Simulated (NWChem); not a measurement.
CH4BFOS; SMILES CSB(O)F

```xyz
9

B     -0.0609     0.8207     0.0000
F      0.6668     1.9409    -0.0003
O     -1.4104     0.8845     0.0002
H     -1.7341     1.7927     0.0000
S      0.8123    -0.7574     0.0003
C     -0.5798    -1.9244     0.0006
H     -1.2014    -1.7946     0.8959
H     -0.1481    -2.9336     0.0019
H     -1.2003    -1.7964    -0.8957
```
Atoms are numbered in this order, from 1.

Level: PBE0/def2-SVP (NWChem), optimised geometry, unscaled harmonic frequencies. 

Problem. List the harmonic frequencies with IR intensities, and the thermochemistry.

Solution. 
```csv
frequency (cm⁻¹),IR intensity (km/mol)
77,0.0
116,2.5
183,1.2
359,1.7
409,16.8
481,63.5
605,96.4
665,42.9
746,2.3
967,6.0
982,93.7
988,39.7
1284,379.0
1339,25.6
1433,194.4
1445,9.3
1455,91.1
3082,15.1
3200,1.8
3201,1.5
3894,118.4
```

- zero-point energy = 38.5 kcal/mol
- thermal correction to the enthalpy at 298.15 K (with zero-point energy) = 43.0 kcal/mol
- heat capacity Cv = 20.4 cal/(mol K)
- entropy at 298.15 K and 1 atm (symmetry number 1) = 79.6 cal/(mol K)
- dipole moment = 2.21 D

Rigid rotor and harmonic oscillator; modes under 100 cm⁻¹ make the entropy uncertain.
